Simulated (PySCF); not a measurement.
Ga(Cl)2(NH3) (Cl2GaH3N), SMILES [Cl][Ga+](<-[NH3])[Cl] (connectivity only; charge and spin as stated), charge +1, multiplicity 1.

The structure is a stationary point at B3LYP-D3(BJ)/def2-SVP. The multiplicity is an assumed one; no other spin state was optimised. The isomer is the one that the SMILES or the coordinates give; other isomers of the formula were not compared.

Two levels are set side by side: TDA-PBE/def2-SVPD (PySCF) and TDA-LC-ωPBE/def2-SVPD (PySCF). Vertical, same geometry. The lowest singlet is HOMO→LUMO 99 % with PBE and HOMO−1→LUMO 90 % with the other functional; states are paired by order. Differences are taken from unrounded values.

```tsv
quantity	TDA-PBE
lowest singlet excitation (eV)	5.05
lowest triplet excitation (TDA) (eV)	4.69
```

### Question
These are the TDA-PBE values. What does TDA-LC-ωPBE give? (Estimate from the structure and the level; the computed values follow.)

### Answer

| quantity | TDA-LC-ωPBE | TDA-PBE minus TDA-LC-ωPBE |
|---|---|---|
| lowest singlet excitation (eV) | 6.59 | -1.54 |
| lowest triplet excitation (TDA) (eV) | 6.08 | -1.39 |

Functionals without exact exchange tend to place singlet excitations lower, as here. Differences between two approximate levels are no errors against the true value.

Rough cost on one machine, each run with all the roots and properties that it gave: TDA-LC-ωPBE against TDA-PBE about 3 times.
